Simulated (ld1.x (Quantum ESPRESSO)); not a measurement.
# Ti (Z = 22): excitation energies, all-electron against TM

Ti (Z = 22), norm-conserving Troullier–Martins (Kleinman–Bylander form), made with ld1.x (Quantum ESPRESSO) 7.5 (PBEsol, scalar-relativistic). Core [Ar], reference 3d2 4s1.75 4p0.25. Waves: 4s (bound): rc 2.75 bohr; 4p (bound): rc 3.20 bohr; 3d (bound): rc 1.65 bohr. Local part: all-electron potential smoothed inside 2.85 bohr (lloc = -2). Core correction: Bessel-smoothed model core inside 1.30 bohr.

Energies are relative to the spin-unpolarised reference configuration 3d2 4s1.75 4p0.25; without spin polarisation the order of configurations can differ from experiment. The frozen-core shift is the all-electron ΔE with the core orbitals held at their reference shape minus the fully relaxed ΔE.

```tsv
valence configuration	charge	ΔE all-electron (eV)	error AE − PS (meV)	frozen-core shift (meV)
3d2 4s2 4p0	0	-0.761	-0.1	0.0
3d2 4s1 4p0	+1	6.598	-4.4	+1.7
3d2 4s0 4p0	+2	20.069	-42	+16
3d2 4s1.5 4p0	+0.5	2.183	-0.8	+0.3
3d3 4s1 4p0	0	0.341	-184	+92
```

Task: What are ΔE and the potential's error for 3d2 4s0 4p1?

Result: ΔE = 10.377 eV all-electron; the error (AE − PS) is -10 meV.

Task: What are ΔE and the potential's error for 3d2 4s0 4p2?

Result: ΔE = 5.545 eV all-electron; the error (AE − PS) is -9.4 meV.

Levels in the configuration 3d2 4s1 4p0:

```tsv
level	all-electron (eV)	pseudo (eV)
3d	-11.385	-11.327
4s	-10.350	-10.362
```
